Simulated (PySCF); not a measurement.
## Atomic charges against the basis set

Compound: C₅H₈Si.
Geometry (PBE0-D3(BJ)/def2-SVP, Å), atoms numbered from 1 in this order:
```xyz
14
C5H8Si angstrom
C      2.4701   -0.7336    0.7889
C      0.9860   -0.5971    0.8167
C      0.1196   -1.5610    1.2037
C     -1.3223   -1.2410    1.1740
C     -1.6795   -0.0047    0.7634
Si    -0.0880    0.8858    0.3554
H      2.9505   -0.0142    1.4736
H      2.8761   -0.5212   -0.2142
H      2.7935   -1.7457    1.0797
H      0.4509   -2.5536    1.5340
H     -2.0478   -2.0029    1.4822
H     -2.7204    0.3193    0.7109
H      0.0443    1.2825   -1.0816
H      0.1805    2.0956    1.1945
```

PBE0 throughout (PySCF), one geometry, spherical d and f functions. Isolated species at its PBE0-D3(BJ)/def2-SVP geometry, gas phase. Atoms taken as equivalent share a column and are averaged. The first 7 of 11 kinds of atom are listed.

Mulliken charges (e):

```json
{"basis": "STO-3G", "functions": "42", "C1": "-0.243", "C2": "-0.159", "C3": "-0.106", "C4": "-0.097", "C5": "-0.260", "Si6": "+0.615", "H7/H8/H9": "+0.084"}
{"basis": "6-31G", "functions": "74", "C1": "-0.553", "C2": "-0.282", "C3": "-0.101", "C4": "-0.105", "C5": "-0.504", "Si6": "+0.713", "H7/H8/H9": "+0.179"}
{"basis": "pcSseg-0", "functions": "74", "C1": "-0.638", "C2": "-0.606", "C3": "-0.147", "C4": "-0.180", "C5": "-0.768", "Si6": "+1.005", "H7/H8/H9": "+0.242"}
{"basis": "6-31G*", "functions": "104", "C1": "-0.586", "C2": "-0.098", "C3": "-0.179", "C4": "-0.147", "C5": "-0.378", "Si6": "+0.452", "H7/H8/H9": "+0.188"}
{"basis": "cc-pVDZ", "functions": "128", "C1": "-0.013", "C2": "-0.261", "C3": "-0.015", "C4": "+0.007", "C5": "-0.168", "Si6": "+0.369", "H7/H8/H9": "+0.055"}
{"basis": "def2-SVP", "functions": "128", "C1": "+0.012", "C2": "-0.342", "C3": "-0.032", "C4": "-0.015", "C5": "-0.251", "Si6": "+0.522", "H7/H8/H9": "+0.050"}
{"basis": "pcSseg-1", "functions": "149", "C1": "-0.168", "C2": "-0.514", "C3": "-0.081", "C4": "-0.100", "C5": "-0.392", "Si6": "+0.742", "H7/H8/H9": "+0.125"}
{"basis": "aug-cc-pVDZ", "functions": "214", "C1": "+0.194", "C2": "-0.229", "C3": "+1.184", "C4": "+0.582", "C5": "-0.042", "Si6": "-0.354", "H7/H8/H9": "-0.068"}
{"basis": "6-311+G(2d,p)", "functions": "218", "C1": "-0.813", "C2": "+0.234", "C3": "-0.042", "C4": "-0.116", "C5": "-0.402", "Si6": "+0.489", "H7/H8/H9": "+0.156"}
{"basis": "def2-TZVP", "functions": "240", "C1": "-0.390", "C2": "-0.043", "C3": "-0.142", "C4": "-0.108", "C5": "-0.269", "Si6": "+0.255", "H7/H8/H9": "+0.132"}
{"basis": "cc-pVTZ", "functions": "296", "C1": "-0.284", "C2": "-0.086", "C3": "-0.136", "C4": "-0.091", "C5": "-0.260", "Si6": "+0.295", "H7/H8/H9": "+0.104"}
{"basis": "IGLO-III", "functions": "299", "C1": "-0.447", "C2": "-0.175", "C3": "-0.061", "C4": "-0.024", "C5": "-0.396", "Si6": "+0.824", "H7/H8/H9": "+0.124"}
```

IAO charges (e):

```csv
basis,functions,C1,C2,C3,C4,C5,Si6,H7/H8/H9
STO-3G,42,-0.398,-0.249,-0.152,-0.144,-0.393,+0.755,+0.138
6-31G,74,-0.430,-0.214,-0.165,-0.134,-0.415,+0.594,+0.153
pcSseg-0,74,-0.418,-0.235,-0.157,-0.132,-0.418,+0.605,+0.151
6-31G*,104,-0.410,-0.243,-0.155,-0.122,-0.440,+0.717,+0.146
cc-pVDZ,128,-0.411,-0.237,-0.161,-0.126,-0.440,+0.710,+0.146
def2-SVP,128,-0.400,-0.242,-0.156,-0.122,-0.439,+0.725,+0.143
pcSseg-1,149,-0.408,-0.249,-0.161,-0.127,-0.450,+0.734,+0.146
aug-cc-pVDZ,214,-0.420,-0.239,-0.167,-0.130,-0.448,+0.714,+0.150
"6-311+G(2d,p)",218,-0.422,-0.248,-0.166,-0.129,-0.456,+0.746,+0.150
def2-TZVP,240,-0.422,-0.250,-0.165,-0.128,-0.459,+0.755,+0.150
cc-pVTZ,296,-0.423,-0.246,-0.165,-0.129,-0.455,+0.741,+0.150
IGLO-III,299,-0.424,-0.250,-0.166,-0.130,-0.460,+0.755,+0.151
```

Some averages cover members that differ in this geometry, most widely: H7/H8/H9, Mulliken in aug-cc-pVDZ -0.192 to +0.001 e.

Which scheme is steadiest as the basis changes?

Largest range over the bases for any column: IAO 0.16 e, Mulliken 1.36 e. IAO charges move least and Mulliken charges most, counted in e. Without the minimal STO-3G basis the ranges are IAO 0.16, Mulliken 1.36 e.

How much do the charges still move between the two largest bases, cc-pVTZ and IGLO-III?

At most, over all atoms: Mulliken 0.528 e, IAO 0.014 e.

What do the same runs give for the total energy, the frontier levels and the dipole moment?

```tsv
basis	energy (Eh)	HOMO (eV)	LUMO (eV)	μ (D)
STO-3G	-478.7690	-4.19	2.08	0.63
6-31G	-484.3410	-6.25	-0.99	0.58
pcSseg-0	-483.6656	-6.59	-1.34	0.53
6-31G*	-484.4162	-6.25	-1.09	0.63
cc-pVDZ	-484.4471	-6.38	-1.23	0.62
def2-SVP	-484.2096	-6.47	-1.33	0.60
pcSseg-1	-484.4035	-6.52	-1.42	0.59
aug-cc-pVDZ	-484.4569	-6.48	-1.41	0.66
6-311+G(2d,p)	-484.4997	-6.49	-1.44	0.67
def2-TZVP	-484.5163	-6.49	-1.41	0.67
cc-pVTZ	-484.5142	-6.47	-1.38	0.67
IGLO-III	-484.5217	-6.48	-1.44	0.67
```

The dipole is fixed by the density alone, so its range of 0.14 D shows that the density itself changes with the basis, not only its division among atoms.
